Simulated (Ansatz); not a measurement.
Process, species as SMILES: [GeH] (GeH) → Ge atom + H atom
B3LYP-D3(BJ)/def2-TZVP geometries, fixed; electronic energies without zero-point terms.
Largest species:
```xyz
2

Ge     0.0000     0.0000    -0.0487
H      0.0000     0.0000     1.5577
```
Charge 0, spin multiplicity 2.

Energies in hartree at r2SCAN with Ansatz (an electronic-structure program); the atomisation energy is their sum with the coefficients shown, times 627.509 kcal/mol a hartree. All functions are spherical. The program fits the integrals of some runs and decomposes those of others, by size. Open shells are unrestricted. No added dispersion term, no relativity.

| species | coefficient | part | cc-pVDZ | cc-pVTZ | cc-pVQZ |
|---|---|---|---|---|---|
| [GeH] (GeH) | -1 | r2SCAN | -2077.47964 | -2077.55052 | -2077.55367 |
| Ge atom | +1 | r2SCAN | -2076.87368 | -2076.94260 | -2076.94528 |
| H atom | +1 | r2SCAN | -0.49921 | -0.49993 | -0.50009 |

Task: Predict the atomisation energy in cc-pV5Z (X = 5): let each r2SCAN step shrink by the ratio of the last two. Compare with the run.

Result: 
- [GeH] (GeH): steps -0.07088 and -0.00315, ratio 0.044, so r2SCAN -2077.55381 (run: -2077.55722).
- Ge atom: steps -0.06892 and -0.00268, ratio 0.039, so r2SCAN -2076.94538 (run: -2076.94872).
- H atom: steps -0.00072 and -0.00016, ratio 0.222, so r2SCAN -0.50013 (run: -0.50016).
Predicted 67.96 kcal/mol; the run in cc-pV5Z gives 67.98, a miss of -0.03. Keeping the value in cc-pVQZ, 67.96, would miss by -0.03. All sums are of the energies as printed.
